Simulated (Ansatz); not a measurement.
```yaml
crystal:
  periodic: [false, false, false]
  atoms:
    - {symbol: B, position_ang: [-1.138473, 1.396521, -0.993425]}
    - {symbol: Sn, position_ang: [0.085490, -0.470209, -0.784417]}
    - {symbol: C, position_ang: [0.771918, -0.707287, 1.174792]}
    - {symbol: C, position_ang: [1.152851, -0.815234, 2.315058]}
    - {symbol: H, position_ang: [-1.606263, 1.682784, -2.053607]}
    - {symbol: H, position_ang: [-1.332140, 2.112803, -0.060184]}
    - {symbol: H, position_ang: [1.472269, -0.452726, -1.781465]}
    - {symbol: H, position_ang: [-0.808960, -1.877527, -1.154656]}
    - {symbol: H, position_ang: [1.491910, -0.915426, 3.320805]}
basis:
  gaussian: {orbitals: def2-TZVP}
total_charge: 1
magnetization: {spin_polarized: true, initial_magnetization: 1}
hamiltonian: {xc: {name: M06-2X}}
output: {forces: true}
```

```sh
$ ansatz run in.yaml --threads 2 --pin off --events-out ev --progress --plain --max-ram 4352MiB
```

Output, abridged:

```
Error: YAML parse error: error: line 17 column 19: hamiltonian.xc: no functional is named "M06-2X"; the names, which are not case-sensitive, are SVWN5, SPW92, PBE, PBE0, PBEsol, revPBE, revPBE0, RPBE, rPW86-PBE, HSE06, wPBEh, LC-wPBE, HISS, HF, BLYP, B3LYP, B3LYP5, BHLYP, CAM-B3LYP, r2SCAN, r2SCANh, r2SCAN0, r2SCAN50, m-r2SCAN, B97, wB97, wB97X, wB97X-V, B97M-V, wB97M-V, B2PLYP, B2GP-PLYP, PBE0-DH, PBE-QIDH
15 | total_charge: 1
16 | magnetization: {spin_polarized: true, initial_magnetization: 1}
17 | hamiltonian: {xc: {name: M06-2X}}
18 | output: {forces: true}
```

In this input the method's name isn't one that the program takes here. The input was rejected before any iteration.
